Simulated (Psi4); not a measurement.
cyclotrisilazane (H$_{9}$N$_{3}$Si$_{3}$), singlet, geometry from GFN2-xTB; R2SCAN/STO-3G run with Psi4 1.11.

The Psi4 input:
```
memory 2 GB

molecule {
0 1
Si    1.68054828   -0.42496743   -0.52596035
N     0.50290150   -1.52832577    0.08377091
Si   -1.17562112   -1.31026230    0.41701362
N    -1.46043566    0.38486470    0.56260467
Si   -0.54839632    1.72369318   -0.03026477
N     1.06095760    1.17105307   -0.31418280
H     1.94000099   -0.68910961   -1.95384163
H     2.91193934   -0.56300900    0.26448031
H     0.81666462   -2.48200359    0.13740011
H    -1.99276343   -1.88246088   -0.66962470
H    -1.49030681   -1.94902435    1.70231783
H    -2.36797339    0.62547217    0.92202770
H    -0.51609892    2.76332656    1.00760337
H    -1.13988836    2.24298984   -1.27781588
H     1.72303017    1.90218647   -0.50893551
}

set {
  basis sto-3g
}

energy('r2scan')
print_variables()
```

The log (banner, timings and long lists left out):

```
   => Loading Basis Set <=

    Name: STO-3G
    Role: ORBITAL
    Keyword: BASIS

         ---------------------------------------------------------
                                   SCF
               by Justin Turney, Rob Parrish, Andy Simmonett
                          and Daniel G. A. Smith
                              RKS Reference
         ---------------------------------------------------------

  ==> Geometry <==

    Molecular point group: c1
    Full point group: C1

    Geometry (in Angstrom), charge = 0, multiplicity = 1:

       Center              X                  Y                   Z               Mass
    ------------   -----------------  -----------------  -----------------  -----------------
         SI           1.679690466088    -0.425202491042    -0.528757737810    27.976926534650
         N            0.502043686088    -1.528560831042     0.080973522190    14.003074004430
         SI          -1.176478933912    -1.310497361042     0.414216232190    27.976926534650
         N           -1.461293473912     0.384629638958     0.559807282190    14.003074004430
         SI          -0.549254133912     1.723458118958    -0.033062157810    27.976926534650
         N            1.060099786088     1.170818008958    -0.316980187810    14.003074004430
         H            1.939143176088    -0.689344671042    -1.956639017810     1.007825032230
         H            2.911081526088    -0.563244061042     0.261682922190     1.007825032230
         H            0.815806806088    -2.482238651042     0.134602722190     1.007825032230
         H           -1.993621243912    -1.882695941042    -0.672422087810     1.007825032230
         H           -1.491164623912    -1.949259411042     1.699520442190     1.007825032230
         H           -2.368831203912     0.625237108958     0.919230312190     1.007825032230
         H           -0.516956733912     2.763091498958     1.004805982190     1.007825032230
         H           -1.140746173912     2.242754778958    -1.280613267810     1.007825032230
         H            1.722172356088     1.901951408958    -0.511732897810     1.007825032230

  Running in c1 symmetry.

  Rotational constants: A =      0.07250  B =      0.07233  C =      0.03780 [cm^-1]
  Rotational constants: A =   2173.55638  B =   2168.46964  C =   1133.16455 [MHz]
  Nuclear repulsion =  473.519994208783544

  Charge       = 0
  Multiplicity = 1
  Electrons    = 72
  Nalpha       = 36
  Nbeta        = 36

  ==> Algorithm <==

  SCF Algorithm Type is DF.
  DIIS enabled.
  MOM disabled.
  Fractional occupation disabled.
  Guess Type is SAD.
  Energy threshold   = 1.00e-06
  Density threshold  = 1.00e-06
  Integral threshold = 1.00e-12

  ==> Primary Basis <==

  Basis Set: STO-3G
    Blend: STO-3G
    Number of shells: 33
    Number of basis functions: 51
    Number of Cartesian functions: 51
    Spherical Harmonics?: true
    Max angular momentum: 1

  ==> DFT Potential <==

   => LibXC <=

    Version 7.1.2
    S. Lehtola, C. Steigemann, M. J. T. Oliveira, and M. A. L. Marques,  SoftwareX 7, 1–5 (2018) (10.1016/j.softx.2017.11.002)

   => Composite Functional: R2SCAN <=

    r2SCAN Meta-GGA XC Functional  (0.1021/acs.jpclett.0c02405)
    J. W. Furness, A. D. Kaplan, J. Ning, J. P. Perdew, J. Sun  J. Phys. Chem. Lett.  11, 8208–8215, 2020

    Deriv               =              1
    GGA                 =           TRUE
    Meta                =           TRUE

    Exchange Hybrid     =          FALSE
    MP2 Hybrid          =          FALSE

   => Exchange Functionals <=

    1.0000   XC_MGGA_X_R2SCAN

   => Correlation Functionals <=

    1.0000   XC_MGGA_C_R2SCAN

   => LibXC Density Thresholds  <==

    XC_MGGA_C_R2SCAN:  1.00E-15
    XC_MGGA_X_R2SCAN:  1.00E-11

   => Molecular Quadrature <=

    Radial Scheme          =       TREUTLER
    Pruning Scheme         =           NONE
    Nuclear Scheme         =       TREUTLER

    Blocking Scheme        =         OCTREE
[...]
    Keyword: DF_BASIS_SCF

  ==> Integral Setup <==

  SCF_SUBTYPE=INCORE selected. In-core MEM_DF algorithm will be used.
  Using in-core AOs.

  ==> MemDFJK: Density-Fitted J/K Matrices <==

    J tasked:                   Yes
    K tasked:                    No
    wK tasked:                   No
    Algorithm:                 Core
    Schwarz Cutoff:           1E-12
    Mask sparsity (%):       7.4587
    Fitting Condition:        1E-10

   => Auxiliary Basis Set <=

  Basis Set: (STO-3G AUX)
    Blend: DEF2-UNIVERSAL-JKFIT
    Number of shells: 243
    Number of basis functions: 777
    Number of Cartesian functions: 924
    Spherical Harmonics?: true
    Max angular momentum: 4

  Minimum eigenvalue in the overlap matrix is 2.6694398405E-01.
  Reciprocal condition number of the overlap matrix is 1.1869155080E-01.
    Using symmetric orthogonalization.

  ==> Pre-Iterations <==

  SCF Guess: Superposition of Atomic Densities via on-the-fly atomic UHF (no occupation information).

   -------------------------
    Irrep   Nso     Nmo
   -------------------------
     A         51      51
   -------------------------
    Total      51      51
   -------------------------

  ==> Iterations <==

                           Total Energy        Delta E     RMS |[F,P]|

   @DF-RKS iter SAD: -1022.98230957742817   -1.02298e+03   0.00000e+00
   @DF-RKS iter   1: -1025.68918322645732   -2.70687e+00   1.03752e-02 DIIS/ADIIS
   @DF-RKS iter   2: -1025.66466898806084    2.45142e-02   1.14491e-02 DIIS/ADIIS
   @DF-RKS iter   3: -1025.86551770661845   -2.00849e-01   1.33405e-03 DIIS/ADIIS
   @DF-RKS iter   4: -1025.86902145221688   -3.50375e-03   1.39308e-04 DIIS/ADIIS
   @DF-RKS iter   5: -1025.86905919663354   -3.77444e-05   1.34466e-05 DIIS
   @DF-RKS iter   6: -1025.86905966612608   -4.69493e-07   3.13906e-06 DIIS
   @DF-RKS iter   7: -1025.86905968544465   -1.93186e-08   1.04382e-06 DIIS
   @DF-RKS iter   8: -1025.86905968712745   -1.68279e-09   1.96360e-07 DIIS
  Energy and wave function converged.

  ==> Post-Iterations <==

   Electrons on quadrature grid:
      Ntotal   =   71.9999441432 ; deviation = -5.586e-05

    Orbital Energies [Eh]
    ---------------------

    Doubly Occupied:

[...]
    Virtual:

[...]
    Final Occupation by Irrep:
              A
    DOCC [    36 ]
    NA   [    36 ]
    NB   [    36 ]

  @DF-RKS Final Energy: -1025.86905968712745

   => Energetics <=

    Nuclear Repulsion Energy =            473.5199942087835439
    One-Electron Energy =               -2366.9272206490277313
    Two-Electron Energy =                 954.7940884817778624
    DFT Exchange-Correlation Energy =     -87.2559217286612636
    Empirical Dispersion Energy =           0.0000000000000000
    VV10 Nonlocal Energy =                  0.0000000000000000
    Total Energy =                      -1025.8690596871274465

Computation Completed

Properties will be evaluated at   0.000000,   0.000000,   0.000000 [a0]

Properties computed using the SCF density matrix

 Multipole Moments:

 ------------------------------------------------------------------------------------
     Multipole            Electronic (a.u.)      Nuclear  (a.u.)        Total (a.u.)
 ------------------------------------------------------------------------------------

 L = 1.  Multiply by 2.5417464519 to convert [e a0] to [Debye]
 Dipole X            :          0.0769342           -0.1167143           -0.0397801
 Dipole Y            :          0.0241648           -0.0319826           -0.0078179
 Dipole Z            :          0.2717995           -0.3806133           -0.1088137
 Magnitude           :                                                    0.1161206

 ------------------------------------------------------------------------------------

  Variable Map:
  ----------------------------------------------------------------------------
[...]
  Array Variable Map:
  ----------------------------------------------------------------------------
[...]
[...]
```
